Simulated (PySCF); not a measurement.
Telling isomers of C4H14O2Si3 apart by NMR

[PySCF: σ from GIAO-PBE0/pcSseg-1; structure optimised with GFN2-xTB; one averaged value for each set of equivalent atoms; non-relativistic Hamiltonian; one computed conformer; in vacuum]

References, each an isolated molecule treated in the same way: 1H and 13C against TMS. Where no couplings were computed, multiplicities follow the n + 1 count of equivalent neighbours, and m marks all less simple cases (inequivalent or close neighbours, rings, F or P nearby). Shifts are as computed. Against solution values, carbons near 30 ppm lie about +3 ppm off and those near 130 ppm about +5 ppm. Of 1211 compounds with measured shifts, 218 miss one by over three times the rms of a fit or turn the order of signals round; such compounds aren't used in these exercises.

(1) Tabulate the signals of `CC(C)[Si@@H]([SiH3])OC(=O)[SiH3]`, `C=C(C)[SiH2][Si@H](OC)O[SiH3]` and their relative energies.

(2) What is the quickest way to tell CC(C)[Si@@H]([SiH3])OC(=O)[SiH3] from C=C(C)[SiH2][Si@H](OC)O[SiH3]?

Answers

(1) 
| SMILES | carbon types | δC | δH | E rel. (kcal/mol) |
| --- | --- | --- | --- | --- |
| CC(C)[Si@@H]([SiH3])OC(=O)[SiH3] | 1×C 1×CH 2×CH3 | 189.6, 22.5, 21.2, 17.5 | 4.76 (m, 1H), 4.06 (s, 3H), 3.75 (d, 3H), 1.40 (d, 3H), 1.16 (m, 1H), 1.01 (m, 3H) | 22.4 |
| C=C(C)[SiH2][Si@H](OC)O[SiH3] | 1×C 1×CH2 2×CH3 | 148.5, 135.5, 53.0, 29.2 | 5.97 (br s, 1H), 5.64 (br s, 1H), 5.42 (m, 1H), 5.20 (s, 3H), 4.31 (m, 1H), 3.97 (m, 1H), 3.97 (s, 3H), 1.99 (s, 3H) | 0.0 |

Energies are electronic energies at PBE0/pcSseg-1 on these geometries, without zero-point or thermal terms, each for the one conformer computed, which needn't be the lowest.

(2) Both give the same number of carbon signals, but DEPT or the intensities differ. The first has an sp3 CH bonded to Si at 21.2 ppm, the second a terminal =CH2 carbon at 135.5 ppm. Their most deshielded carbons lie at 189.6 and 148.5 ppm. In the proton spectra the most deshielded non-exchanging signals are 4.76 (m, 1H) and 5.97 (br s, 1H).
